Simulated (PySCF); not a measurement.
# Spin states and ions at one geometry of [Tl(OH)4]−

PySCF 2.14.0, RKS B3LYP, Tl def2-SVP with ECP60, O def2-SVP, H def2-SVP; non-relativistic Hamiltonian with scalar-relativistic core potentials where named; density fitting; no spin-orbit coupling; singlets restricted, open shells unrestricted. The geometry is relaxed for charge -1, singlet, vacuum:

```xyz
9

Tl    0.0000    0.0000    0.0001
O     1.0179    1.5220    1.1680
H     1.8269    1.0637    1.4407
O    -1.0179   -1.5220    1.1680
H    -1.8269   -1.0637    1.4407
O     1.5220   -1.0180   -1.1678
H     1.0634   -1.8268   -1.4409
O    -1.5220    1.0180   -1.1678
H    -1.0634    1.8268   -1.4409
```

Energies count from the relaxed state; an electron taken off or put on is at rest in vacuum. Charges and spins are Mulliken's.

```json
{"state": "charge -1, singlet, vacuum", "energy (eV)": "0.00", "spin squared": "0.00", "charge on Tl1 (e)": "0.49", "spin on Tl1 (e)": "0.00", "dipole about the centre of mass (D)": "0.00"}
{"state": "charge -1, triplet, vacuum", "energy (eV)": "3.60", "spin squared": "2.01", "charge on Tl1 (e)": "0.23", "spin on Tl1 (e)": "0.41", "dipole about the centre of mass (D)": "0.02"}
```

Task: What does the state charge 0, doublet, vacuum give?

Result: energy (eV) 4.34, spin squared 0.78, charge on Tl1 (e) 0.68, spin on Tl1 (e) -0.09, dipole about the centre of mass (D) 0.01.

With an electron taken off (doublet) the charges change, summed by element, by Tl +0.19 e, O +0.59 e, H +0.21 e. The vertical ionisation energy is 4.34 eV, against −ε(HOMO) = 2.19 eV of the relaxed state. The level lies 2.2 eV too high, as is usual for semilocal functionals and global hybrids, which keep a self-interaction error.

Open shells may have lower solutions than those found.
